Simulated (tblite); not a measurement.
Run record: tight-binding relaxation, `C[As](C)[PH-]`.

Computed with GFN2-xTB geometry optimisation, gas phase (tblite 0.8.0). Start geometry: from a force field or distance geometry. The input is one job of a driver script: a line of settings, then coordinates in Å.

Command:
```bash
OMP_NUM_THREADS=1 python probes_run.py task.json out
```

Input:
```
{"job": {"kind": "relax", "xc": "GFN2-xTB", "basis": "xTB"}, "charge": -1, "multiplicity": 1}
C      1.602800    -0.386700    -0.072500
As     0.048200    -0.055300     1.108300
C     -1.261000    -0.656300    -0.217500
P     -0.121300     2.126100     0.496900
H      2.499300     0.079300     0.375500
H      1.752200    -1.477400    -0.172700
H      1.413800     0.053000    -1.080600
H     -1.063600    -0.179000    -1.202100
H     -2.282200    -0.370500     0.119500
H     -1.221500    -1.757100    -0.319900
H     -1.361300     2.626300     0.939100
```

Output:
```
step      E/eV     max force
  0    -351.11411    1.044
  1    -351.18052    0.876
  2    -351.27012    0.632
  3    -351.30904    0.557
  4    -351.37355    0.348
  5    -351.38419    0.259
  6    -351.39880    0.315
  7    -351.40731    0.318
  8    -351.41518    0.242
  9    -351.42056    0.220
... (31 lines left out)
 41    -351.50672    0.074
 42    -351.50750    0.085
 43    -351.50793    0.071
 44    -351.50827    0.053
 45    -351.50847    0.049
 46    -351.50858    0.034
 47    -351.50865    0.015
 48    -351.50867    0.011
 49    -351.50869    0.011
 50    -351.50870    0.010
```

«max force» is the largest atomic force in eV/Å.

From which step on does the largest force stay under 0.1 eV/Å, and how much energy is left to gain from there?

From step 39 (0.097 eV/Å), 3.9 meV above the end.

Summary of the converged run: energy lowered by 9.1 kcal/mol over 50 steps; largest atomic force 0.010 eV/Å at the end.

Where do the atoms end?

0.361 Å rms from the input after alignment:
```
atom  x, y, z in Å
C1     1.5267   -0.3270   -0.0228
As2   -0.1275    0.2052    0.9482
C3    -1.3076   -0.7779   -0.3263
P4    -0.3639    2.3094    0.2324
H5     2.4125    0.0676    0.4793
H6     1.6193   -1.4146   -0.0808
H7     1.5070    0.0779   -1.0348
H8    -1.1720   -0.3867   -1.3348
H9    -2.3583   -0.6533   -0.0558
H10   -1.0776   -1.8463   -0.3297
H11   -0.6531    2.7484    1.4991
```

Time: 0.37 s wall. Hardware: an Arm Neoverse N1 with one thread, no GPU, shared host.
Labels such as C1 count atoms from 1, the log's own numbers from 0.
